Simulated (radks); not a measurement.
The numbers below are computed, except where a source is named.
Charge is removed step by step from the 4s down level of neutral manganese, starting from [Ar] 3d5 4s(up 1, down 1). Code: a radial shooting solver on a logarithmic mesh with Libxc functionals. Model: scalar-relativistic Kohn-Sham, PBE, spin-polarised, spherical densities, point nucleus; open shells are filled with parallel spins first.

| removed (e) | E - E(0) (eV) | eigenvalue (eV) |
|---|---|---|
| 0 | 0.000 | -4.464 |
| 0.1 | 0.474 | -5.011 |
| 0.2 | 1.002 | -5.563 |
| 0.3 | 1.586 | -6.118 |
| 0.4 | 2.226 | -6.676 |
| 0.5 | 2.921 | -7.237 |
| 0.6 | 3.673 | -7.802 |
| 0.7 | 4.482 | -8.373 |
| 0.8 | 5.348 | -8.949 |
| 0.9 | 6.271 | -9.505 |

The mean slope of the eigenvalue, de/dn, is 5.60 eV per electron.
